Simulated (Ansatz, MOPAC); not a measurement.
Diatomic I2, closed-shell singlet (the spin of the measured ground state). No spin–orbit coupling.

Constants: fifth-degree fit in 1/R to seven points, most abundant isotopes. In def2 and cc sets the state is the lowest found near the PBE0 minimum, followed along R. The singlet is held restricted.

Correlated levels freeze the inner cores; with def2 sets outer-core shells near the valence are correlated too. CBS(a, b) extrapolates the correlation energy as X⁻³ and adds the Hartree–Fock energy of set b. The state that AM1 reach isn't checked.

Run with Ansatz (an electronic-structure program); MOPAC for AM1 (differences of heats of formation). Each number belongs to the level named beside it. In def2 rows elements past Kr take small-core potentials, without spin–orbit coupling.

D_e counts from each atom's lowest state at the same level, without counterpoise or zero-point energy.

```
level                                   r_e (Å)  ω_e (cm⁻¹)  ω_e x_e (cm⁻¹)  D_e (eV)
-----------------------------------  ----------  ----------  --------------  --------
AM1                                       2.538  (withheld)            0.18         -
SVWN5/def2-TZVPP                          2.646         225            0.46      2.79
PBE/def2-TZVPP                            2.687         212            0.46      2.20
r2SCAN/def2-TZVPP                         2.671         219            0.45      2.01
B97M-V/def2-TZVPP                         2.676         215            0.47      1.93
B3LYP/def2-TZVPP                          2.696         211            0.44      1.87
wB97M-V/def2-TZVPP                        2.649         232            0.40      1.84
CCSD(T)/CBS(def2-TZVPP, def2-QZVPP)  (withheld)  (withheld)            0.53      2.17
```

**Question.** Complete the blanks.

**Answer.** 
- CCSD(T)/CBS(def2-TZVPP, def2-QZVPP), r_e (Å): 2.640
- CCSD(T)/CBS(def2-TZVPP, def2-QZVPP), ω_e (cm⁻¹): 231
- AM1, ω_e (cm⁻¹): 255

Measured for the ground state: r_e 2.6663 Å, ω_e 214.5 cm-1, ω_e x_e 0.6147 cm-1, B_e 0.037372 cm-1, α_e 0.0001138 cm-1 [Huber and Herzberg (1979), NIST Chemistry WebBook]. D_0 1.543 eV [from 0 K enthalpies of formation in NIST CCCBDB].
